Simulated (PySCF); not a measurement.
**Oxygen: a sound run and one with changed settings**

Sound run: O⁺ [He] 2s2 2p3, O²⁺ [He] 2s2 2p2. Computed with PySCF 2.14 in cc-pVDZ (3s2p1d, 14 functions), with no relativity, point nucleus. In the sound run the correlated levels freeze 1s2. The sound run starts from symmetry-adapted Hartree-Fock orbitals and uses a fine grid where one is needed.

A second run was set up differently.

| species | method | sound run (hartree) | changed run (hartree) | converged |
| --- | --- | --- | --- | --- |
| O⁺ | UHF | -74.35247 | -74.35247 | yes |
| O⁺ | LDA | -73.98989 | -73.98989 | yes |
| O⁺ | M06-L | -74.55755 | -74.55755 | yes |
| O⁺ | MP2 | -74.42235 | -74.41964 | yes |
| O⁺ | CCSD(T) | -74.43778 | -74.43778 | yes |
| O²⁺ | UHF | -73.08103 | -73.08103 | yes |
| O²⁺ | LDA | -72.67960 | -72.67960 | yes |
| O²⁺ | M06-L | -73.25493 | -73.25493 | yes |
| O²⁺ | MP2 | -73.13657 | -73.13412 | yes |
| O²⁺ | CCSD(T) | -73.15946 | -73.15946 | yes |

Ionisation energy of O⁺:

| method | sound run (eV) | changed run (eV) |
| --- | --- | --- |
| UHF | 34.598 | 34.598 |
| LDA | 35.655 | 35.655 |
| M06-L | 35.446 | 35.446 |
| MP2 | 34.988 | 34.981 |
| SCS-MP2 | 34.789 | 34.791 |
| CCSD | 34.787 | 34.787 |
| CCSD(T) | 34.785 | 34.785 |

Q: What was changed?
A. a valence shell is frozen
B. angular grid far too coarse
C. level shift left on
D. radial grid too coarse

A: C. It used initial guess 1e, at most 50 SCF cycles, level shift 0.1 hartree. A level shift leaves the converged SCF energy unchanged but raises the virtual orbital energies, which shrinks MP2 if it is not removed.
